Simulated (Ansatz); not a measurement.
System: C$_{4}$H$_{11}$Sn, net charge -1, singlet state. It need not be the lowest isomer of its formula. Whether it binds its extra electron was not tested at this geometry. 
Geometry from a B3LYP-D3(BJ)/def2-TZVP (Ansatz, a first-principles code) optimisation:
```
Sn
C 1 2.0889
H 2 1.0992 1 109.40
H 2 1.0992 3 108.12 1 119.07
C 1 2.2065 2 111.84 3 -63.51
H 5 1.0915 1 109.71 2 -54.64
H 5 1.0926 6 108.33 1 -120.70
H 5 1.0929 6 109.05 7 -117.94
C 1 2.2065 2 111.84 3 -178.21
H 9 1.0915 1 109.71 2 54.64
H 9 1.0926 10 108.33 1 120.70
H 9 1.0929 10 109.05 11 117.94
C 1 2.2468 2 128.64 3 59.14
H 13 1.0929 1 110.08 2 59.70
H 13 1.0929 14 108.36 1 120.44
H 13 1.0945 14 108.84 15 118.22
```
Charge -1, spin multiplicity 1.

Basis-set convergence of Hartree-Fock and MP2 correlation energies (hartree) with Ansatz. Correlated levels leave the core frozen unless marked. Spin-orbit coupling is left out. Frozen are the shells of the preceding noble gas and the d and f shells that filled before the atom's block. In def2 rows, elements after Kr have scalar-relativistic effective core potentials.

```csv
basis,functions,E(HF),"E(corr, MP2)"
def2-SVPD,200,-371.02752,-0.73329
def2-TZVPPD,391,-371.21126,-0.85875
def2-QZVPPD,703,-371.22045,-0.90835
```

Extrapolating the two largest sets (X = 3 and 4) as X^-3: E(corr) = (64·(-0.90835) - 27·(-0.85875))/37 = -0.9445 Eh, an estimate of the basis-set limit. The largest set recovers 96.2 % of it, the smallest 77.6 %.
